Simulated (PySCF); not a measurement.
## Distorted geometries of ErF3(H2O)

ErF3(H2O) (singlet in the valence; each metal's 4f electrons, 11 of them, lie in its core potential, out of spins and levels). PySCF 2.14.0, RKS BP86, Er lcecp-1-SVP with ECP57, F def2-SVP, O def2-SVP, H def2-SVP; non-relativistic Hamiltonian with scalar-relativistic core potentials where named; density fitting; no spin-orbit coupling. Relaxed geometry:

```xyz
7

Er    0.0801   -0.0706    0.0706
F     1.0877    1.3160    1.1279
F    -1.2821   -1.1166    1.1166
F     1.0877   -1.1279   -1.3160
O    -1.2700    1.3199   -1.3199
H    -1.6472    2.1888   -1.0811
H    -1.6472    1.0811   -2.1888
```

**Question.** Order these distorted geometries by energy above the relaxed one, lowest first.
A.
```xyz
7

Er    0.1090   -0.1409    0.0631
F     1.0899    1.3451    1.1126
F    -1.2730   -1.0800    1.0940
F     1.0295   -1.1428   -1.2875
O    -1.2345    1.3513   -1.3125
H    -1.6631    2.2100   -1.0736
H    -1.6488    1.0482   -2.1869
```
B.
```xyz
7

Er    0.1791   -0.0650    0.0204
F     1.0715    1.2666    1.1717
F    -1.3763   -1.0787    1.1046
F     0.9571   -1.1621   -1.3679
O    -1.1554    1.3109   -1.2765
H    -1.6462    2.1544   -1.0493
H    -1.6208    1.1647   -2.1939
```
C.
```xyz
7

Er    0.2285   -0.0263   -0.0794
F     1.2036    1.1222    1.1741
F    -1.3205   -0.9218    1.0096
F     1.1205   -1.2345   -1.1313
O    -1.2696    1.3361   -1.3487
H    -1.9389    2.4025   -1.0743
H    -1.6146    0.9126   -2.1408
```

**Answer.** A (0.21 eV), B (0.46 eV), C (1.91 eV).

**Question.** Which forces (eV/Å) act in the one that lies 1.91 eV up?

**Answer.** 
```
Er  -4.54  2.35  3.40
F    0.86  0.75  0.65
F    0.88  0.41 -0.69
F    2.72 -3.43 -3.12
O   -1.90  4.77  2.00
H    2.84 -4.96 -1.45
H   -0.87  0.12 -0.79
```
Forces carry noise of the integration grid, about 0.01 to 0.03 eV/Å.

An lcecp potential fixes the number of 4f electrons, so in runs with it no electron can move into or out of that shell.
